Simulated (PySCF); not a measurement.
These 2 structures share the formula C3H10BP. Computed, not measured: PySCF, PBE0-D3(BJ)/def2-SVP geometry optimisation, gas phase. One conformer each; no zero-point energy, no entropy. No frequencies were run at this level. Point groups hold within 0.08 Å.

Task: Order them by energy at this level, lowest first, and give relative energies in kJ/mol.
A. `[PH3+:1][BH2-:2][CH:3]1[CH2:4][CH2:5]1` with P1–B2–C3–C4 75°
B. `[CH3:1][CH2:2][B:3]([CH3:4])[PH2:5]` with C1–C2–B3–C4 169°, C2–B3–P5–H -143° and -43°

Result: B (0.0), A (147.5).

As drawn, the higher has a three-membered ring, which the lower lacks.

```tsv
SMILES	E (Eh)	E rel (kJ/mol)	dipole (D)	point group	A, B, C (MHz)
CCB(C)P	-486.03243	0.0	1.21	–	3965, 2921, 1756
[PH3+][BH2-]C1CC1	-485.97625	147.5	4.01	C1	9670, 1892, 1732
```

Task: How do the relative energies change in single points at PBE0/def2-SVPD (no added dispersion term) on the same geometries?

Result: 
```
           SMILES  PBE0-D3(BJ)/def2-SVP (kJ/mol)  PBE0/def2-SVPD (kJ/mol)  shift
          CCB(C)P                            0.0                      0.0    0.0
[PH3+][BH2-]C1CC1                          147.5                    144.6   -2.9
```

Each column counts from its own lowest isomer. The order is unchanged; the largest shift is 2.9 kJ/mol.
